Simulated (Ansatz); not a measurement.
Relaxation of AlCl₂H₂N (6 atoms, charge 0, multiplicity 1), to a largest force component of 0.02 eV/Å in at most 40 steps.

Method: RKS r2SCAN-D4/def2-SVP in Ansatz.

```xyz
6
Properties=species:S:1:pos:R:3
Al 0.000 0.000 0.000
N 0.000 0.000 1.920
H -0.877 -0.271 2.450
H 0.877 0.271 2.450
Cl 1.931 0.000 -1.115
Cl -1.931 0.000 -1.115
```

Where does it end, and by what steps?

The run converged. After 6 steps the energy has fallen by 0.738 eV; H3 moved furthest, 0.24 Å.

| step | energy less start (eV) | largest force component (eV/Å) | accepted |
| --- | --- | --- | --- |
| 0 | 0.0000 | 2.065 | yes |
| 1 | -0.6382 | 1.132 | yes |
| 2 | -0.7187 | 0.547 | yes |
| 3 | -0.7343 | 0.278 | yes |
| 4 | -0.7378 | 0.030 | yes |
| 5 | -0.7380 | 0.037 | yes |
| 6 | -0.7380 | 0.001 | yes |

```xyz
6
Properties=species:S:1:pos:R:3
Al 0.000 0.000 0.044
N 0.000 0.000 1.798
H -0.832 -0.046 2.378
H 0.832 0.046 2.378
Cl 1.811 0.099 -1.004
Cl -1.811 -0.099 -1.004
```

Time of the run: 23 s on 2 threads of Arm Neoverse V1 (shared host), peak memory 0.17 GiB.
